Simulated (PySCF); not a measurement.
**Successive ionisation energies of manganese**

Calculated with PySCF 2.14, two-component X2C-1e (Gaussian nucleus, no Breit or QED terms), each ion in its own even-tempered basis; GMP2 freezes the deep shells of the larger ions and drops the highest virtual spinors; eV.

```json
{"ion": "Mn⁴⁺", "configuration": "[Ar] 3d3", "GHF (screened spin-orbit)": "71.494", "GMP2 (screened spin-orbit)": "72.220", "NIST": "72.41 ± 0.1", "kind": "semi-empirical"}
{"ion": "Mn⁵⁺", "configuration": "[Ar] 3d2", "GHF (screened spin-orbit)": "94.713", "GMP2 (screened spin-orbit)": "95.235", "NIST": "95.604 ± 0.025", "kind": "measured"}
{"ion": "Mn⁶⁺", "configuration": "[Ar] 3d1", "GHF (screened spin-orbit)": "118.42", "GMP2 (screened spin-orbit)": "118.85", "NIST": "119.20", "kind": "measured"}
{"ion": "Mn⁷⁺", "configuration": "[Ar]", "GHF (screened spin-orbit)": "194.16", "GMP2 (screened spin-orbit)": "194.88", "NIST": "195.5 ± 0.3", "kind": "semi-empirical"}
{"ion": "Mn⁸⁺", "configuration": "[Ne] 3s2 3p5", "GHF (screened spin-orbit)": "220.01", "GMP2 (screened spin-orbit)": "220.86", "NIST": "221.89 ± 0.17", "kind": "semi-empirical"}
{"ion": "Mn⁹⁺", "configuration": "[Ne] 3s2 3p4", "GHF (screened spin-orbit)": "247.11", "GMP2 (screened spin-orbit)": "248.07", "NIST": "248.6 ± 0.3", "kind": "semi-empirical"}
{"ion": "Mn¹⁰⁺", "configuration": "[Ne] 3s2 3p3", "GHF (screened spin-orbit)": "282.90", "GMP2 (screened spin-orbit)": "283.33", "NIST": "286.1 ± 0.5", "kind": "semi-empirical"}
{"ion": "Mn¹¹⁺", "configuration": "[Ne] 3s2 3p2", "GHF (screened spin-orbit)": "311.42", "GMP2 (screened spin-orbit)": "312.15", "NIST": "314.4 ± 0.6", "kind": "semi-empirical"}
{"ion": "Mn¹²⁺", "configuration": "[Ne] 3s2 3p1", "GHF (screened spin-orbit)": "342.66", "GMP2 (screened spin-orbit)": "343.11", "NIST": "343.6 ± 0.7", "kind": "semi-empirical"}
{"ion": "Mn¹³⁺", "configuration": "[Ne] 3s2", "GHF (screened spin-orbit)": "400.68", "GMP2 (screened spin-orbit)": "402.90", "NIST": "402.95 ± 0.25", "kind": "semi-empirical"}
{"ion": "Mn¹⁴⁺", "configuration": "[Ne] 3s1", "GHF (screened spin-orbit)": "434.55", "GMP2 (screened spin-orbit)": "435.13", "NIST": "435.17", "kind": "semi-empirical"}
{"ion": "Mn¹⁵⁺", "configuration": "[Ne]", "GHF (screened spin-orbit)": "1131.8", "GMP2 (screened spin-orbit)": "1133.3", "NIST": "1133.7 ± 0.6", "kind": "semi-empirical"}
```

Where is the largest relative jump?

From Mn¹⁴⁺ to Mn¹⁵⁺: 435.13 to 1133.3 eV, where the electron removed from [Ne] comes from a deeper shell or subshell.
